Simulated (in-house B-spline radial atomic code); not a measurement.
Computed with a B-spline radial atomic code. Model: two electrons, singlet ground state, non-relativistic, full CI in B-splines with partial waves to l = 8 (at full coupling up to 3e-4 hartree above the limit, correlation up to 0.6 % small), density held at that of full coupling by Lieb maximisation.

Along the adiabatic connection the electron repulsion is scaled by a coupling λ while a local potential keeps the density fixed. At λ = 0 the system is the Kohn-Sham one and W equals the exchange energy; the exchange-correlation energy is the area under W between 0 and 1. The kinetic energy rises with λ as the electrons avoid each other, with dT/dλ = −λ dW/dλ.

Command:
```bash
python run_ac.py task.json out
```
Settings (lengths in bohr, energies in hartree):
```
potential              coulomb
strength               5.82
lmax                   8
wall_radius            2.52
```

Time taken, with all properties: 12 s on 1 thread of Intel(R) Xeon(R) Processor @ 2.30GHz, with other jobs on the host.

**W = mean repulsion less Hartree energy, and W of three functionals.**

Given: confinement point charge; nuclear charge 5.82; hard wall radius 2.52 bohr; external potential -Z/r.

Computed: LDA exchange minus exact 482.13 millihartree; SCAN exchange minus exact -4.1933 millihartree.

```
coupling  W xc (hartree)  W xc minus exchange (millihartree)  kinetic minus Kohn-Sham (millihartree)  LDA (PW92) W minus its exchange (millihartree)  PBE W minus its exchange (millihartree)  SCAN W minus its exchange (millihartree)
       0         -3.4146                                   0                                       0                                               0                                        0                                         0
    0.02               ?                                   ?                                       ?                                               ?                                        ?                                         ?
    0.05         -3.4192                              -4.665                                     0.1                                          -31.41                                    -4.71                                     -4.59
    0.12         -3.4257                             -11.143                                     0.7                                          -62.84                                   -11.35                                    -10.88
    0.25         -3.4376                             -23.013                                     2.9                                         -109.68                                   -23.74                                    -22.29
     0.4          -3.451                              -36.46                                     7.2                                         -154.49                                   -37.98                                    -35.09
     0.6         -3.4685                             -53.984                                      16                                         -205.53                                   -56.74                                    -51.62
     0.8               ?                                   ?                                       ?                                               ?                                        ?                                         ?
       1         -3.5023                             -87.705                                    42.9                                         -290.11                                   -93.25                                    -83.09
     1.4         -3.5343                             -119.77                                    81.3                                         -360.36                                  -128.22                                   -112.74
       2         -3.5796                             -164.99                                     158                                         -449.04                                  -177.73                                   -154.29
       3         -3.6481                             -233.55                                   328.8                                         -568.82                                  -252.94                                   -216.98
     4.5         -3.7375                             -322.94                                   662.1                                         -708.91                                  -351.13                                   -298.78
       7         -3.8586                             -444.08                                  1352.4                                         -882.52                                     -485                                   -410.83
      10         -3.9709                             -556.36                                  2299.3                                           -1035                                  -611.12                                   -516.99
```

Task: What belongs in the row 0.02?

Result: W xc (hartree): -3.4164; W xc minus exchange (millihartree): -1.87; kinetic minus Kohn-Sham (millihartree): 0; LDA (PW92) W minus its exchange (millihartree): -14.8; PBE W minus its exchange (millihartree): -1.87; SCAN W minus its exchange (millihartree): -1.85.

Task: What belongs in the row 0.8?

Result: W xc (hartree): -3.4856; W xc minus exchange (millihartree): -71.06; kinetic minus Kohn-Sham (millihartree): 27.9; LDA (PW92) W minus its exchange (millihartree): -250.11; PBE W minus its exchange (millihartree): -75.18; SCAN W minus its exchange (millihartree): -67.6.

Task: What is the PBE exchange minus exact?

Result: 63.127 millihartree.

**Energy parts, natural occupations and partial-wave weights.**

Computed: total energy -30.3909 hartree; correlation energy -0.044805 hartree; kinetic part of the DFT correlation energy 0.0429 hartree; initial slope twice GL2 -0.093589 hartree; Hartree energy 6.8291 hartree; Kohn-Sham kinetic 30.348 hartree; Lieb Oxford ratio E_xc over LDA exchange 1.1797.

```
natural  occupation of the shell (electrons)
      s                               1.9984
      p                                    ?
      s                           0.00060135
      d                           4.9042e-05
      p                           3.4459e-05
      s                           1.3896e-05
```

Task: What belongs in the row p?

Result: occupation of the shell (electrons): 0.00091381.

```json
{"wave": "s", "weight": "0.99949"}
{"wave": "p", "weight": "?"}
{"wave": "d", "weight": "2.7572e-05"}
{"wave": "f", "weight": "4.0628e-06"}
{"wave": "g", "weight": "9.6733e-07"}
```

Task: What belongs in the row p?

Result: weight: 0.00047592.

Task: What is the exchange energy?

Result: -3.4146 hartree.

Task: What is the kinetic part over minus potential part?

Result: 0.48913.

Half-way to full coupling W has made 52 % of its drop, against 50 % for a straight line, and second-order (GL2) theory, half the initial slope, overshoots the correlation energy by about 4 %: correlation is weak here. Over couplings 0 to 1 the errors in E_xc come to about +356 millihartree for LDA, +61 millihartree for PBE, -2.2 millihartree for SCAN, so SCAN is nearest. In LDA and PBE and SCAN the errors of exchange and correlation have opposite signs, so the sum is smaller than the larger of the two.
